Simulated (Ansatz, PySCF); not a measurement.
Process, species as SMILES: [Cl][Ge][Cl] + 3 [H][H] (H2) -> 2 Cl (HCl) + [GeH4] (GeH4)
Structures are relaxed separately at B3LYP-D3(BJ)/def2-TZVP in Ansatz (an electronic-structure program).

Property: energy of full hydrogenation (enthalpy at 298 K, with B3LYP-D3(BJ) rigid-rotor harmonic-oscillator terms from PySCF), in kcal/mol. Valence correlation only, unless marked. No spin-orbit coupling. The frozen core is the preceding noble-gas configuration, with the filled d and f shells of earlier blocks. No relativistic terms. Basis-set limits of correlation are two-point, X^-3; Hartree-Fock from the larger set.

CCSD(T)/CBS(def2-TZVPP,def2-QZVPP) (Ansatz) gives 14.6 kcal/mol.

Task: Another calculation gave 8.5 kcal/mol. Which level was it?
(A) MN15/def2-TZVPD (PySCF)
(B) B3LYP/def2-TZVPD (Ansatz)
(C) revPBE/def2-TZVPD (Ansatz)
(D) wB97X/def2-TZVPD (Ansatz)

Result: D, wB97X/def2-TZVPD (Ansatz). The others give 18.2 (B3LYP), 11.3 (MN15), 21.0 (revPBE) kcal/mol.
